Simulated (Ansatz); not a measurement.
The first iterations of a band of FH$_{3}$O$_{3}$Si (8 atoms, charge 0, multiplicity 1).

Theory: Ansatz 0.2.0, RKS B3LYP/def2-mTZVP.

```json
{
 "movable images": "7",
 "climbing image": "yes",
 "spring": "5.0 eV/Å²",
 "optimiser": "quadratic models (default)",
 "start path": "through a guess of the saddle point",
 "force threshold": "0.03 eV/Å",
 "iteration limit": "60",
 "end points": "relaxed"
}
```

First end point:

```xyz
8
Properties=species:S:1:pos:R:3
Si 0.163 0.008 0.068
F 1.203 -1.171 -0.287
O -1.192 -0.306 -0.804
H -1.202 -1.108 -1.339
O 0.773 1.474 -0.296
O -0.073 0.046 1.680
H 0.573 1.840 -1.164
H -0.245 -0.783 2.141
```

Last end point:

```xyz
8
Properties=species:S:1:pos:R:3
Si 0.126 0.569 -0.097
F -0.591 -2.398 0.132
O -0.347 -0.293 -1.277
H -0.575 -1.745 -0.587
O 0.525 2.134 -0.118
O 0.313 0.047 1.416
H 0.460 2.585 -0.971
H 0.088 -0.900 1.503
```

| iteration | highest image above the first end (eV) | largest band force component (eV/Å) |
| --- | --- | --- |
| 1 | 4.833 | 9.147 |
| 2 | 3.073 | 2.008 |
| 3 | 2.977 | 1.687 |
| 4 | 2.959 | 1.507 |
| 5 | 2.931 | 0.880 |
| 6 | 2.916 | 1.251 |
| 7 | 2.973 | 1.125 |

Task: Does the band converge within its limit, and where does its top end?

Result: It converged. It ended after 22 iterations with the highest image 2.728 eV above the first end. Neighbouring images differ by up to 1.5 eV, so the band resolves the path poorly. A vibrational analysis at the climbing image gives one clearly imaginary mode, 149i cm⁻¹: a first-order saddle point. The orbitals stay closed-shell, which can raise the energy where a bond breaks towards radicals; this wasn't checked here.

Run time: 2.4 min on 2 threads of AMD EPYC 9B45 (Zen 5), with other jobs on the host, peak memory 0.28 GiB.
